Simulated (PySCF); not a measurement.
# How methods differ on the ionisation energy of Mn

Mn [Ar] 3d5 4s2 (6S) → Mn⁺ [Ar] 3d5 4s1 (7S), as a difference of total energies. Calculation: PySCF 2.14, in x2c-TZVPall (6s5p4d1f, 48 functions); scalar relativity by spin-free X2C-1e. Correlated levels: valence: [Ar] frozen. The calculations carry no spin-orbit coupling.

```
           method  ionisation energy (eV)  error (eV)
              UHF                   6.027      -1.407
              PBE                   7.276      -0.158
             TPSS                   7.139      -0.295
    MP2 (valence)                   6.868      -0.566
SCS-MP2 (valence)                   7.046      -0.388
```

Reference: 7.434 eV (measured; NIST Atomic Spectra Database, ionization energies).

Errors of the correlated levels include the incompleteness of this basis and the frozen core.

MP2 underrates the near-degeneracy of ns² with np² in the lower species.
